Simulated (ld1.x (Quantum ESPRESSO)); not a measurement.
# Transferability test, PAW potential for Mg (Z = 12)

Mg, PAW, made with ld1.x (Quantum ESPRESSO) 7.5 (PBE, non-relativistic). Core [He], reference 2s2 2p6 3s1.5 3p0 (charge +0.5). Waves: 2s (bound): rcut 0.95, rcutus 1.05 bohr; 3s (bound): rcut 0.95, rcutus 1.05 bohr; 2p (bound): rcut 1.20, rcutus 1.40 bohr; 3p (bound, empty): rcut 1.20, rcutus 1.40 bohr. Local part: all-electron potential smoothed inside 0.85 bohr (lloc = -1). Core correction: a·sin(br)/r model core inside 0.60 bohr. Augmentation charge: BESSEL, radius 1.00 bohr.

Energies are relative to the spin-unpolarised reference configuration 2s2 2p6 3s1.5 3p0; without spin polarisation the order of configurations can differ from experiment. Not all tests gave a result: 1 of 7 tests not solved or not reliable. Left out of the table: 2s2 2p5 3s2 3p0 (solver errors, printed error -1007 eV).

```json
{"valence configuration": "2s2 2p6 3s2 3p0", "charge": "0", "ΔE all-electron (eV)": "-3.140", "error AE − PS (meV)": "0.0"}
{"valence configuration": "2s2 2p6 3s0 3p0", "charge": "+2", "ΔE all-electron (eV)": "19.811", "error AE − PS (meV)": "-0.1"}
{"valence configuration": "2s2 2p6 3s0 3p2", "charge": "0", "ΔE all-electron (eV)": "4.009", "error AE − PS (meV)": "+0.5"}
{"valence configuration": "2s2 2p6 3s0 3p1", "charge": "+1", "ΔE all-electron (eV)": "9.154", "error AE − PS (meV)": "+1.2"}
{"valence configuration": "2s2 2p6 3s1 3p1", "charge": "0", "ΔE all-electron (eV)": "0.336", "error AE − PS (meV)": "0.0"}
```

What are ΔE and the potential's error for 2s2 2p6 3s1 3p0?

ΔE = 4.809 eV all-electron; the error (AE − PS) is 0.0 meV.

Levels in the configuration 2s2 2p6 3s2 3p0:

```tsv
level	all-electron (eV)	pseudo (eV)
2s	-79.552	-79.551
2p	-46.656	-46.655
3s	-4.699	-4.699
```
